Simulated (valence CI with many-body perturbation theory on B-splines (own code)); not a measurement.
# K XIV: what the settings do

Calculated by relativistic CI+MBPT: four valence electrons over a frozen Dirac-Fock core [He], a basis of 6 s, 6 p, 5 d, 3 f, 1 g functions for each j, with the one-electron correlation potential Σ1, the two-electron term Σ2, the three-electron term Σ3, Breit, model QED; selected CI, second order for the rest, scaled by the run's own slope (own B-spline code, finite nucleus).

No measured levels were compared; by estimate levels of excited configurations hold to 0.05 to 0.15 % of their energy, terms of the ground configuration to about 0.5 %.

The reference run has the lowest level 2s²2p² ³P_0 and an ionisation energy of 786.795 eV. Its largest variational space holds 11671 state functions.

Changed runs:
A. hole-hole ladder in Σ2 on → off
B. factor on the speed of light 1 → 100; QED terms on → off
C. shift of the energy in Σ1 (hartree) 0 → 3.211; box radius (bohr) 4.1691 → 12.11
D. logarithmic knot step 0.27 → 1.1 (bad on purpose)

Excitation energies of the reference run in cm⁻¹, and shifts in cm⁻¹:

```tsv
Level	Reference	A	B	C	D
2s²2p² ³P_1	13236	-2.2	-13235	+0.3	-0.1
2s²2p² ³P_2	28232	-2.5	-28229	+0.6	+0.1
2s²2p² ¹D_2	96287	-2.5	-24462	+0.9	+3.2
2s²2p² ¹S_0	179499	+78	-28064	+0.5	+16
2s2p³ ⁵S°_2	250194	-76	-44747	-17	+105
2s2p³ ³D°_2	458936	-73	-43424	-17	+113
2s2p³ ³D°_1	459655	-74	-44143	-17	+113
2s2p³ ³D°_3	461145	-76	-45632	-17	+113
2s2p³ ³P°_0	537826	-0.4	-47438	-16	+118
2s2p³ ³P°_1	538465	-2.4	-48078	-16	+118
2s2p³ ³P°_2	540362	-3.9	-49974	-16	+118
2s2p³ ¹D°_2	677263	-75	-48708	-16	+120
Ionisation energy (eV)	786.795	-0.0013	-1.533	+0.0043	-0.005
```
